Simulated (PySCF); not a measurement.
**Pt²⁺: excitation energy**

Pt²⁺ [Xe] 4f14 5d8 (3F) → Pt²⁺ [Xe] 4f14 5d7 6p1 (high-spin determinant), as a difference of total energies. Calculation: PySCF 2.14, in x2c-TZVPPall with one added diffuse shell each of s, p, d, f type (12s8p8d4f1g, 113 functions); scalar relativity by spin-free X2C-1e. Correlated levels: valence: [Xe] 4f14 frozen; valence and next inner shell: [Kr] 4d10 4f14 frozen. The calculations carry no spin-orbit coupling.

```tsv
method	excitation energy (eV)
UHF	10.442
LDA	11.155
PBE	10.948
PBE0	11.047
r2SCAN	10.941
MP2 (valence)	11.232
SCS-MP2 (valence)	11.485
MP2 (valence and next inner shell)	11.148
SCS-MP2 (valence and next inner shell)	11.285
```

Task: How much does correlation contribute at MP2 (valence and next inner shell)?

Result: 11.148 − (10.442) = 0.706 eV, measured against UHF.

A first-order spin-orbit estimate (lowest level to lowest level, LS coupling) adds 0.379 eV.

The determinant of the upper state mixes LS terms, which raises its energy above the lowest term, most at the Hartree-Fock and MP2 levels.
